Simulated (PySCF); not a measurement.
Members of one family of related compounds. Level of theory: TDDFT B3LYP/def2-SVPD, vertical, gas phase, core orbitals frozen in the response (PySCF). Geometries: PBE0-D3(BJ)/def2-SVP; one conformer of each isolated species. Triplets are in the Tamm–Dancoff approximation.

Question: Rank by computed lowest singlet excitation energy, lowest first.
A. `FC(F)(F)[C@H]1CC[C@@H](Cl)CC1`
B. `C#C[C@H]1CC[C@@H](C(F)(F)F)CC1`
C. `C[C@H]1CC[C@@H](C(F)(F)F)CC1`
D. `B[C@H]1CC[C@H](C(F)(F)F)CC1`

Answer: D (5.29 eV), B (6.48 eV), A (7.11 eV), C (7.90 eV).

| SMILES | S1 (eV) | α (au) | first f ≥ 0.01 (nm) | LUMO (eV) | f (S1) | S1 mainly |
| --- | --- | --- | --- | --- | --- | --- |
| B[C@H]1CC[C@H](C(F)(F)F)CC1 | 5.29 | 97.1 | 198 | -1.76 | 0.009 | H→L (95%) |
| C#C[C@H]1CC[C@@H](C(F)(F)F)CC1 | 6.48 | 102.6 | 175 | 0.10 | 0.000 | H-1→L (47%) |
| FC(F)(F)[C@H]1CC[C@@H](Cl)CC1 | 7.11 | 95.6 | 164 | -0.01 | 0.002 | H→L+1 (56%) |
| C[C@H]1CC[C@@H](C(F)(F)F)CC1 | 7.90 | 94.5 | 150 | 0.20 | 0.007 | H→L (98%) |

H and L stand for HOMO and LUMO.

Without π bonds the low states are Rydberg-like; a valence basis with one diffuse set may place them up to an eV too high.
